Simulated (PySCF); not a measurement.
Isomers C$_{6}$H$_{9}$FO:

A. SMILES CO[C@@H](F)[C@@H]1C=CC1
B. `C[C@@H]1C[C@@]1(C)C(=O)F`
C. SMILES C=CC(C)(C)C(=O)F
D. `C/C=C(\CC)C(=O)F`

Spectrum 1. $^{1}$H NMR (400 MHz, computed): δ 1.74 (m, 1H), 1.60 (m, 1H), 1.37 (s, 3H), 1.26 (d, 3H), 0.45 (m, 1H). $^{13}$C{$^{1}$H} NMR (computed): δ 174.8 (C), 27.4 (CH2), 25.8 (CH), 23.2 (C), 16.5 (CH3), 16.2 (CH3).

Spectrum 2. $^{1}$H NMR (400 MHz, computed): δ 6.42 (m, 1H), 5.63 (m, 1H), 5.56 (m, 1H), 1.43 (s, 6H). $^{13}$C{$^{1}$H} NMR (computed): δ 174.4 (C), 149.1 (CH), 122.9 (CH2), 47.2 (C), 24.8 (CH3).

Spectrum 3. $^{1}$H NMR (400 MHz, computed): δ 7.48 (m, 1H), 2.51 (q, 2H), 2.13 (d, 3H), 1.02 (t, 3H). $^{13}$C{$^{1}$H} NMR (computed): δ 165.5 (C), 156.5 (CH), 137.2 (C), 23.7 (CH2), 18.9 (CH3), 16.8 (CH3).

Spectrum 4. $^{1}$H NMR (400 MHz, computed): δ 6.43 (m, 1H), 6.42 (m, 1H), 5.04 (m, 1H), 3.72 (s, 3H), 3.09 (m, 1H), 2.71 (m, 1H), 2.16 (m, 1H). $^{13}$C{$^{1}$H} NMR (computed): δ 147.4 (CH), 146.8 (CH), 123.0 (CH), 58.3 (CH3), 49.6 (CH), 34.2 (CH2).

Calculated, not measured (PySCF): structure optimised with GFN2-xTB, PBE0/pcSseg-1 with gauge-including orbitals. Fast rotation and ring inversion assumed for equivalent nuclei, a single conformation, no relativistic terms, gas phase.

Shifts are taken against calculated references (same method and geometry level): $^{1}$H and $^{13}$C vs TMS. Splittings of carbon signals by F and P are missing where no couplings were computed. Where no couplings were computed, multiplicities follow the n + 1 count of equivalent neighbours, and m marks all less simple cases (inequivalent or close neighbours, rings, F or P nearby). Shifts are as computed. Against solution values, carbons near 30 ppm lie about +3 ppm off and those near 130 ppm about +5 ppm. Of 1211 compounds with measured shifts, 218 miss one by over three times the rms of a fit or turn the order of signals round; such compounds aren't used in these exercises.

Q: Which spectrum belongs to which compound?

A: 1–B, 2–C, 3–D, 4–A.

- Spectrum 1 (B): 6 $^{13}$C signals; δC 27.4 is a three-membered-ring carbon; δC 25.8 is a three-membered-ring carbon.
- Spectrum 2 (C): 5 $^{13}$C signals; δC 149.1 is an alkene CH; δC 122.9 is a terminal =CH2 carbon.
- Spectrum 3 (D): 6 $^{13}$C signals; δC 156.5 is a β carbon of a C=C–C=O unit; δC 137.2 is an α carbon of a C=C–C=O unit.
- Spectrum 4 (A): 6 $^{13}$C signals; δC 147.4 is an alkene CH; δC 146.8 is an alkene CH.
